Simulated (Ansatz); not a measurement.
Molecule: C₂H₈AlN, net charge 0, singlet state. SMILES: [CH3][Al]([CH3])[NH2]
Geometry from a B3LYP-D3(BJ)/def2-TZVP (Ansatz, a quantum-chemistry and plane-wave program) optimisation:
```
Al
N 1 1.7776
H 2 1.0083 1 125.04
H 2 1.0083 3 109.91 1 180.00
C 1 1.9574 2 118.40 3 0.05
H 5 1.0924 1 112.70 2 -0.61
H 5 1.0943 6 107.53 1 122.96
H 5 1.0944 6 107.50 7 114.15
C 1 1.9574 2 118.40 3 -179.95
H 9 1.0924 1 112.70 2 -0.61
H 9 1.0943 10 107.53 1 122.96
H 9 1.0944 10 107.50 11 114.15
```
Charge 0, spin multiplicity 1.

Atomisation energy built up term by term with Ansatz (kcal/mol; UHF references for open shells; valence terms freeze the core; atomic spin-orbit terms are left out). CBS(X,Y): correlation extrapolated as X^-3; Hartree-Fock from the larger set.

```json
[
 {"term": "Hartree-Fock", "basis": "aug-cc-pV(Q+d)Z", "kcal/mol": "766.75"},
 {"term": "CCSD correlation", "basis": "CBS(aug-cc-pV(T+d)Z,aug-cc-pV(Q+d)Z)", "kcal/mol": "251.42"},
 {"term": "(T)", "basis": "CBS(aug-cc-pV(T+d)Z,aug-cc-pV(Q+d)Z)", "kcal/mol": "13.29"},
 {"term": "core correlation", "basis": "cc-pwCVTZ", "kcal/mol": "2.71"},
 {"term": "scalar relativity (X2C)", "basis": "cc-pVTZ-DK against cc-pVTZ", "kcal/mol": "-1.11"},
 {"term": "sum: De", "basis": "", "kcal/mol": "1033.1"}
]
```

(T) makes 1.3 % of the CCSD(T) atomisation energy; under 5 % is typical of single-reference molecules.
